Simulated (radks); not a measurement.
Results of a calculation; reference values are marked as such.
Q: The mean radii <r> (bohr) of the occupied orbitals of an atom or ion are listed with their occupations. Level of theory: scalar-relativistic Kohn-Sham, LDA (Slater exchange, VWN5 correlation), spin-polarised, spherical densities, finite nucleus; Fermi nuclear charge, rms radius of each element as measured or else 0.836 A^(1/3) + 0.57 fm (a radial shooting solver on a logarithmic mesh with Libxc functionals).

orbital  occ.      <r>
1s up       1  0.02509
1s down     1  0.02509
2s up       1   0.1075
2s down     1   0.1075
2p up       3  0.09427
2p down     3  0.09428
3s up       1   0.2856
3s down     1   0.2855
3p up       3   0.2834
3p down     3   0.2834
3d up       5   0.2600
3d down     5   0.2600
4s up       1   0.6535
4s down     1   0.6532
4p up       3   0.6919
4p down     3   0.6911
4d up       5   0.7634
4d down     5   0.7604
5s up       1    1.464
5s down     1    1.460
5p up       3    1.617

Name the element and its charge. Open shells, if any, are filled with parallel spins first.

A: Z = 57, lanthanum, charge +6: La6+ in [Kr] 4d10 5s2 5p3. The 1s radius gives Z: for a bare nucleus <r> = (2 gamma + 1)/(2Z) with gamma = sqrt(1 - (Z/c)^2), 0.02473 bohr for Z = 57, and screening makes it slightly larger (0.02509 here). The occupations add up to 51, and the charge is Z minus that.
